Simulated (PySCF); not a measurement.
**Computed properties of ClGe, SMILES [Cl][Ge]**

ClGe, SMILES [Cl][Ge] (connectivity only; charge and spin as stated), charge +1, multiplicity 1. Geometry: r2SCAN-D4/def2-TZVP. The multiplicity is an assumed one; other spin states were not compared. The values are those of a single conformer. All values are computed for the isolated molecule unless a solvent is named; none is compared with measurement here.

**Structure.** The optimised structure has C∞v symmetry. All 1 harmonic modes at r2SCAN-D4/def2-TZVP (PySCF) are real, so it is a minimum.

**Vibrations.** The strongest infrared lines (harmonic, unscaled, degenerate partners summed) lie at 509 cm⁻¹ (63 km/mol, Cl 67 %, Ge 33 %). The softest mode is at 509 cm⁻¹ and the zero-point energy is 0.7 kcal/mol.

**Electronic structure.** HF/def2-TZVPD (PySCF) places the frontier levels at -18.58 and -6.29 eV, a gap of 12.29 eV and a mean polarisability of 33.2 bohr³. PBE/def2-TZVPD (PySCF) at the same geometry gives -14.97 and -10.35 eV, so its gap is 7.67 eV narrower. An orbital gap is neither the optical nor the fundamental gap.

**Excitations.** TDA-ωB97X/def2-TZVPD (PySCF) has S1 at 5.47 eV (227 nm, f = 0.102, bright); the most intense of the 10 singlets computed lies at 10.77 eV (f = 2.00). Strengths of degenerate partners are summed. T1 (TDA) is at 4.23 eV, 1.24 eV under S1. TDA-PBE/def2-TZVPD (PySCF) puts S1 at 4.81 eV. No vertical singlet excitation falls in the visible range (under 3.1 eV).
